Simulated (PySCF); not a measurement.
PySCF 2.14 output of an unrestricted r2SCAN calculation on a single atom or ion in aug-cc-pVDZ-DK, with the spin-free X2C one-electron Hamiltonian (Gaussian nucleus):

```
SCF conv_tol = 1e-09
number electrons alpha = 15  beta = 15
    J. W. Furness, A. D. Kaplan, J. Ning, J. P. Perdew, and J. Sun.,  J. Phys. Chem. Lett. 11, 8208-8215 (2020)
    J. W. Furness, A. D. Kaplan, J. Ning, J. P. Perdew, and J. Sun.,  J. Phys. Chem. Lett. 11, 9248-9248 (2020)
    J. W. Furness, A. D. Kaplan, J. Ning, J. P. Perdew, and J. Sun.,  J. Phys. Chem. Lett. 11, 8208-8215 (2020)
    J. W. Furness, A. D. Kaplan, J. Ning, J. P. Perdew, and J. Sun.,  J. Phys. Chem. Lett. 11, 9248-9248 (2020)
cycle= 1 E= -2258.49170283053  delta_E= -0.00606  |g|= 0.0458  |ddm|= 0.519
cycle= 2 E= -2258.49216237837  delta_E= -0.00046  |g|= 0.0176  |ddm|= 0.17
cycle= 3 E= -2258.49223547454  delta_E= -7.31e-05  |g|= 0.000314  |ddm|= 0.0217
cycle= 4 E= -2258.49223555848  delta_E= -8.39e-08  |g|= 5.78e-06  |ddm|= 0.00365
cycle= 5 E= -2258.49223555851  delta_E= -2.82e-11  |g|= 3.01e-07  |ddm|= 2.3e-05
converged SCF energy = -2258.49223555851  <S^2> = 0  2S+1 = 1
```

The run itself started from symmetry-adapted Hartree-Fock orbitals and held the occupation by maximum overlap, on a logarithmic radial grid, so the iterations belong to that start.

**Question.** Which element, charge and spin multiplicity is this?

**Answer.** As³⁺ (arsenic, charge +3), multiplicity 1; the state was [Ar] 3d10 4s2, closed-shell 1S.
